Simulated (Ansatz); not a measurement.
Mulliken charges of BBrFH₂N, SMILES `NB(F)Br` from r2SCAN/def2-TZVPP in Ansatz (PBE0-D4/def2-TZVP geometry).

```json
{"atom": "N1", "x (Å)": "0.051", "y (Å)": "0.777", "z (Å)": "0.111", "charge (e)": "-0.311"}
{"atom": "B2", "x (Å)": "0.042", "y (Å)": "-0.607", "z (Å)": "0.035", "charge (e)": "0.356"}
{"atom": "F3", "x (Å)": "0.560", "y (Å)": "-1.347", "z (Å)": "1.006", "charge (e)": "-0.263"}
{"atom": "Br4", "x (Å)": "-0.726", "y (Å)": "-1.512", "z (Å)": "-1.488", "charge (e)": "-0.151"}
{"atom": "H5", "x (Å)": "-0.332", "y (Å)": "1.363", "z (Å)": "-0.608", "charge (e)": "0.184"}
{"atom": "H6", "x (Å)": "0.448", "y (Å)": "1.263", "z (Å)": "0.897", "charge (e)": "0.184"}
```

By hand: the dipole of these point charges (1 e Å = 4.8032 D).

Σ q r = (-0.017, 0.608, -0.009) e Å, of length 0.608 e Å = 2.92 D.

How does the dipole of the full density compare? (Estimate.)

Computed: (0.037, 0.593, 0.096) e Å, 2.89 D; the point charges give 1.01 times that, at 11° from its direction.

Point charges leave out the atoms' own dipoles, such as those of lone pairs, and Mulliken's split depends on the basis, so the close match here is no proof of good charges.
